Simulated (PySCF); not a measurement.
SiCl₂, SMILES [Si](Cl)Cl (connectivity only; charge and spin as stated), neutral, multiplicity 1.

Coordinates come from a PBE0-D3(BJ)/def2-TZVP optimisation. The isomer is the one that the SMILES or the coordinates give; other isomers of the formula were not compared.

Computed with ωB97X/def2-TZVPD run with PySCF.

Symmetry labels are those of the subgroup C2v that the program uses (full group C2v).

Computed valence orbital energies around the gap with their symmetry:
```json
[
 {"orbital": "HOMO−7", "symmetry": "B2", "energy (eV)": "-25.96"},
 {"orbital": "HOMO−6", "symmetry": "A1", "energy (eV)": "-17.14"},
 {"orbital": "HOMO−5", "symmetry": "B2", "energy (eV)": "-14.09"},
 {"orbital": "HOMO−4", "symmetry": "A1", "energy (eV)": "-13.23"},
 {"orbital": "HOMO−3", "symmetry": "B1", "energy (eV)": "-13.05"},
 {"orbital": "HOMO−2", "symmetry": "A2", "energy (eV)": "-12.15"},
 {"orbital": "HOMO−1", "symmetry": "B2", "energy (eV)": "-11.69"},
 {"orbital": "HOMO", "symmetry": "A1", "energy (eV)": "-10.02"},
 {"orbital": "LUMO", "symmetry": "B1", "energy (eV)": "-0.83"},
 {"orbital": "LUMO+1", "symmetry": "B2", "energy (eV)": "1.57"},
 {"orbital": "LUMO+2", "symmetry": "A1", "energy (eV)": "1.65"},
 {"orbital": "LUMO+3", "symmetry": "A1", "energy (eV)": "1.91"}
]
```
